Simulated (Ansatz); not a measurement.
Cost and result up the ladder for Be3S3 (the lowest singlet isomer of a short search) (6 atoms). Charge 0, multiplicity 1. Geometry: r2SCAN-D4/def2-SVP.

Cartesian coordinates in Å:
```
Be 0.1197 -0.9043 -1.0877
Be -0.2363 -0.4930 1.3101
Be 0.1166 1.3972 -0.2224
S -0.1793 -2.1455 0.3414
S 0.3629 0.7569 -2.0117
S -0.1836 1.3885 1.6703
```

Ansatz on 4 threads of Arm Neoverse V2 on a shared host. Times are rough, and most runs start from the orbitals of an earlier one. CAM-B3LYP-D4/def2-TZVP serves as the yardstick here, not as an exact answer. Differences are given only for rows in sets of like size (and for xTB, whose basis is part of the method), since another set adds its own error. Binding counts from free atoms at the same level (Be singlet, S triplet; other spins of the atoms weren't run), without zero-point energy or a counterpoise term.

B3LYP takes the VWN-RPA correlation. Correlated methods freeze 15 core orbitals. The structure comes from a short search, and lower isomers may exist.

Correlated methods converge slowly with the basis.

```
                            level  functions  wall time  binding energy per atom (eV)  difference from CAM-B3LYP-D4/def2-TZVP (eV)
                         HF/6-31G         66      0.3 s                          2.43                                            –
                   B3LYP-D4/6-31G         66     0.75 s                          3.36                                            –
                 PBE0-D4/def2-SVP         81     0.95 s                          3.67                                            –
                    MP2/def2-TZVP        168      1.2 s                          3.56                                        -0.02
              revPBE-D4/def2-TZVP        168      1.4 s                          3.64                                         0.06
                PBE0-D4/def2-TZVP        168      1.9 s                          3.69                                         0.12
                PBE-D4/def2-TZVPD        204        2 s                          3.75                                         0.18
           CAM-B3LYP-D4/def2-TZVP        168      2.2 s                          3.58                                         0.00
               PBE0-D4/def2-TZVPD        204      2.8 s                          3.69                                         0.12
r2SCAN-D4/def2-TZVP (with forces)        168      3.4 s                          3.76                                         0.19
               PBE-QIDH/def2-TZVP        168      3.4 s                          3.62                                         0.05
             r2SCAN-D4/def2-TZVPD        204      4.1 s                          3.76                                         0.19
                 B97M-V/def2-TZVP        168      5.5 s                          3.68                                         0.10
               CCSD(T)/def2-TZVPP        183       35 s                          3.28                                        -0.30
```
